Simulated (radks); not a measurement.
Task: Excited configurations of neutral ruthenium: one electron is placed in a higher orbital outside [Kr] 4d7. The ground configuration is [Kr] 4d7 5s1. All-electron calculation, scalar-relativistic Kohn-Sham, PBE, spin-polarised, spherical densities, finite nucleus; open shells are filled with parallel spins first (spin-orbit coupling, left out, can overturn this in heavy ions); Fermi nuclear charge, rms radius 4.4809 fm. Program: a radial shooting solver on a logarithmic mesh with Libxc functionals. Excitation = E - E(ground); binding = E(ion) - E, where the ion is the core of charge +1; n* = 1/sqrt(2 binding) in atomic units, and the quantum defect is n - n*.

| outer orbital | excitation (eV) | binding (eV) | n* | quantum defect | eigenvalue (eV) | <r> (bohr) |
|---|---|---|---|---|---|---|
| 5p | 3.668 | 4.110 | 1.819 | 3.181 | -1.975 | 4.705 |
| 6p | 5.930 | 1.848 | 2.714 | 3.286 | -1.098 | 11.21 |
| 6d | 6.734 | 1.043 | 3.611 | 2.389 | -0.605 | 19.06 |
| 7d | 7.070 | 0.708 | 4.384 | 2.616 | -0.452 | 30.18 |

Estimate the row for 7p.

Result: excitation (eV) 6.703; binding (eV) 1.074; n* 3.559; quantum defect 3.441; eigenvalue (eV) -0.687; <r> (bohr) 20.24. The Delta-SCF ionisation energy is 7.778 eV (NIST Atomic Spectra Database: 7.361 eV, measured). Self-interaction in the functional shifts the binding energies and quantum defects, so they are the method's values and not measured ones. Open shells are spherical and high-spin; term and fine-structure splittings are not resolved.
